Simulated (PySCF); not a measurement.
Molecule: `C[Si](C)(C)O[SiH3]`, C3H12OSi2.

Cartesian coordinates in Å; atom numbers follow the order of the lines, from 1:
```xyz
18

C    -0.3196   -1.4770    1.4674
Si   -0.3898   -0.0682    0.1894
C    -1.3882   -0.5814   -1.3478
C    -1.0909    1.5310    0.9464
O     1.1474    0.2379   -0.2685
Si    2.5720    0.4863   -0.9852
H    -1.2796   -1.6203    1.9536
H     0.4142   -1.2674    2.2399
H    -0.0433   -2.4186    1.0022
H    -0.9009   -1.3945   -1.8779
H    -2.3860   -0.9136   -1.0793
H    -1.4937    0.2447   -2.0450
H    -1.1302    2.3295    0.2113
H    -2.0981    1.3798    1.3223
H    -0.4789    1.8788    1.7731
H     2.3722    1.4892   -2.0316
H     3.0129   -0.7911   -1.5467
H     3.4718    0.9612    0.0649
```

Frames of a GFN2-xTB Langevin trajectory at 300 K; GIAO PBE0/pcSseg-1 shieldings in PySCF 2.14.0 with density-fitted response routines, gas phase, non-relativistic; equivalent atoms averaged within each frame.

Referencing at the same level of theory: TMS for ¹³C (σ = 186.93 ppm), ²⁹Si (σ = 349.16 ppm), ¹H (σ = 31.72 ppm); ¹⁷O (σ = 336.08 ppm) vs H2O. The references are static minima.

How do the shifts (ppm) fluctuate along the trajectory?

Results:


| time (fs) | C1/C3/C4 | Si2 | Si6 | O5 | H16/H17/H18 | H7/H8/H9/H10/H11/H12/H13/H14/H15 |
| --- | --- | --- | --- | --- | --- | --- |
| optimised geometry | 2.3 | 8.8 | -47.5 | 29.9 | 5.15 | 0.09 |
| 250 | 5.4 | 8.5 | -52.5 | 34.4 | 5.13 | 0.51 |
| 425 | 4.8 | 12.3 | -42.3 | 48.0 | 5.80 | 0.53 |
| 625 | 4.8 | 16.4 | -47.8 | 45.4 | 4.78 | 1.07 |
| 800 | 4.8 | 16.5 | -44.9 | 45.3 | 5.21 | 0.54 |
| 1000 | 3.2 | 10.4 | -45.9 | 41.3 | 5.21 | 0.22 |
| mean of frames | 4.6 | 12.8 | -46.7 | 42.9 | 5.22 | 0.58 |
| standard deviation | 0.8 | 3.6 | 3.8 | 5.3 | 0.37 | 0.31 |

5 frames give an uncertainty of the mean of about the standard deviation over 2.2 at best, since frames this close in time may not be independent; classical motion lacks zero-point vibration, and the reference would need the same averaging.
